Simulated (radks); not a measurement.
The numbers below are computed, except where a source is named.
Question: Ionisation ladder of xenon, from Xe to Xe3+. Each ion is in the ground configuration listed by NIST, and IE = E(next ion) - E(this ion). Level of theory: scalar-relativistic Kohn-Sham, PBE, spin-polarised, spherical densities, finite nucleus; open shells are filled with parallel spins first (spin-orbit coupling, left out, can overturn this in heavy ions); Fermi nuclear charge, rms radius 4.7859 fm (a radial shooting solver on a logarithmic mesh with Libxc functionals).

species      configuration  IE, Delta-SCF (eV)  <r> HOMO (bohr)
Xe                    [Xe]              12.359             2.31
Xe+      [Kr] 4d10 5s2 5p5                   ?             2.19
Xe2+     [Kr] 4d10 5s2 5p4                   ?             2.10
Xe3+     [Kr] 4d10 5s2 5p3              43.369             2.00

Estimate the withheld Delta-SCF values.

Answer: Xe+: 21.105 eV (NIST 20.975); Xe2+: 30.403 eV (NIST 31.05).
